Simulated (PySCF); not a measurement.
Species: C7H13NP (charge +1).
SMILES with atom numbers: `[CH2:1]=[CH:2][CH2:3][P@@H+:4]([CH3:5])[CH2:6][CH2:7][C:8]#[N:9]` (hydrogens: H10, H11 on C1; H12 on C2; H13, H14 on C3; H15 on P4; H16, H17, H18 on C5; H19, H20 on C6; H21, H22 on C7)

Computed with PySCF at PBE0/pcSseg-1, non-relativistic, on one gas-phase PBE0-D3(BJ)/def2-SVP geometry that isn't relaxed in the solvent. The solvent is an IEF-PCM continuum (cavity from Bondi-type radii × 1.2). The model holds no explicit solvent molecules, cavitation or dispersion.

Gas phase at PBE0/pcSseg-1: HOMO -11.89 eV, LUMO -4.47 eV.

**Question.** What does the continuum do to the energy and the frontier levels at PBE0/pcSseg-1 in tetrahydrofuran and acetone?

**Answer.** 
| solvent | ε | E(solvent) − E(gas) (kcal/mol) | polarisation term (kcal/mol) | distortion of the solute (kcal/mol) | HOMO (eV) | LUMO (eV) |
| --- | --- | --- | --- | --- | --- | --- |
| tetrahydrofuran | 7.426 | -53.63 | -56.21 | 2.58 | -8.45 | -0.94 |
| acetone | 20.49 | -59.69 | -63.19 | 3.50 | -8.12 | -0.60 |

The first energy column is the sum of the next two and covers electrostatics alone. From tetrahydrofuran to acetone the lowering changes by a factor 1.11, Born's factor 1 − 1/ε by 1.10 and ε itself by 2.8.

**Question.** Which radius a makes Born's formula ΔE = −(q²/2a)(1 − 1/ε) give the value in acetone?

**Answer.** a = q²(1 − 1/ε)/(2|ΔE|) = 2.65 Å, with q = +1 e and |ΔE| = 0.0951 Eh; the farthest nucleus lies 4.13 Å from the centroid of the nuclei. The formula assumes a point charge at the centre of a sphere.

**Question.** Which Hirshfeld charges (PBE0/pcSseg-1) respond most in acetone (means over atoms taken as equivalent)?

**Answer.** 
```json
{"atoms": "N9", "environment": "nitrile nitrogen", "gas (e)": "-0.176", "solvent (e)": "-0.255", "change": "-0.079"}
{"atoms": "P4", "environment": "phosphonium phosphorus", "gas (e)": "+0.468", "solvent (e)": "+0.492", "change": "+0.024"}
{"atoms": "C1", "environment": "terminal =CH2 carbon", "gas (e)": "-0.053", "solvent (e)": "-0.076", "change": "-0.023"}
{"atoms": "C8", "environment": "nitrile carbon", "gas (e)": "+0.089", "solvent (e)": "+0.110", "change": "+0.021"}
{"atoms": "H11", "environment": "vinylic hydrogen", "gas (e)": "+0.078", "solvent (e)": "+0.063", "change": "-0.015"}
{"atoms": "H21", "environment": "methylene hydrogen", "gas (e)": "+0.080", "solvent (e)": "+0.092", "change": "+0.012"}
```

**Question.** Which Mayer bond orders change most in acetone?

**Answer.** 
| bond | length (Å) | gas | solvent | change |
| --- | --- | --- | --- | --- |
| C8–N9 | 1.157 | 2.977 | 3.008 | +0.031 |
| C7–H21 | 1.102 | 0.915 | 0.904 | -0.011 |
| C2–C3 | 1.501 | 1.004 | 1.015 | +0.011 |
| C7–C8 | 1.458 | 0.998 | 1.008 | +0.010 |
| P4–C5 | 1.797 | 1.059 | 1.065 | +0.006 |
| C6–H19 | 1.102 | 0.912 | 0.906 | -0.006 |
| C7–H22 | 1.101 | 0.909 | 0.903 | -0.006 |
| C3–P4 | 1.816 | 0.995 | 1.001 | +0.006 |

**Question.** How do the nuclear quadrupole coupling constants eQVzz/h respond in acetone?

**Answer.** 
```tsv
nucleus	Q (barn)	gas (MHz)	solvent (MHz)	η gas	η solvent
14N at N9	0.02044	-4.79	-4.27	0.07	0.08
```

Hardware: an Arm Neoverse N1 with one thread (shared host). Cost: 83 s wall, 1.3 GiB resident at most. This is the whole shielding run at PBE0/pcSseg-1 in acetone, SCF included.

Shape of the structure used: `[CH2:1]=[CH:2][CH2:3][P@@H+:4]([CH3:5])[CH2:6][CH2:7][C:8]#[N:9]`: C1–C2–C3–P4 109°, C2–C3–P4–C5 175°, C3–P4–C6–C7 -178°, P4–C6–C7–C8 -46°.
